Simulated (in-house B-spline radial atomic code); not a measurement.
## RPA and G0W0 on PBEsol: Cr X (Cr9+)

Configuration [Ne] 3s2 3p3, highest spin, mean-field start PBEsol. Computed with a B-spline radial code for spherical atoms: all electrons, scalar-relativistic (spin-free one-electron X2C), finite nucleus, each spin shell either full or empty, empty states to l = 9 with an (l + 1/2)⁻⁴ tail; G0W0 by contour deformation at full frequency.

Command:
```bash
python run_gw.py task.json out
```
Settings (radii: box in bohr, nucleus in fm):
```
Z                        24
electrons                15
configuration            [Ne] 3s2 3p3
hamiltonian              x2c
method                   pbesol
lmax                     9
rms_radius               3.6452
spin_polarised           True
box_radius               7.11
intervals                66
```

Time taken, with all properties: 2.5 s on 1 thread of Arm Neoverse N1 (shared host).

Energies (hartree):

| term | value |
| --- | --- |
| mean-field total | -1019.35881 |
| Hartree-Fock functional on these orbitals | -1020.00839 |
| direct second order | -1.1514 |
| second-order exchange | 0.41928 |
| SOSEX correction | 0.38097 |

(1) What is the RPA correlation energy, and what remains with SOSEX?

Quasi-particle levels (eV):

```csv
level,occupied,mean field,Σx - vxc,Σc,QP weight,G0W0
3p up,yes,-229.23,-13.47,?,?,?
3s down,yes,-251.69,-9.24,-3.84,0.965,-264.77
2p down,yes,-775.22,-44.62,7.53,0.946,-812.31
3p down,no,-221.26,14.93,-3.88,0.958,-210.21
```

G0W0 = mean field + (Σx - vxc) + Σc, with Σc (partial-wave tail included) taken at the quasi-particle energy. Only the outer levels were computed. Levels of low weight are left out.

(2) Where does G0W0 put 3p up?

Results:

(1) RPA gives -1.0173 hartree (-1.85 eV per electron); RPA + SOSEX gives -0.63637, and the second-order doubles -0.73215 hartree (no singles). SOSEX takes back 37 % of the RPA value.

(2) At -242.90 eV, with Σc = -0.20 eV and a quasi-particle weight of 0.958. The tabulated removal energy is 244.5 ± 0.5 eV (NIST, semi-empirical); the calculation leaves out spin-orbit coupling, Breit and QED terms, and what these don't explain is the method's own error.
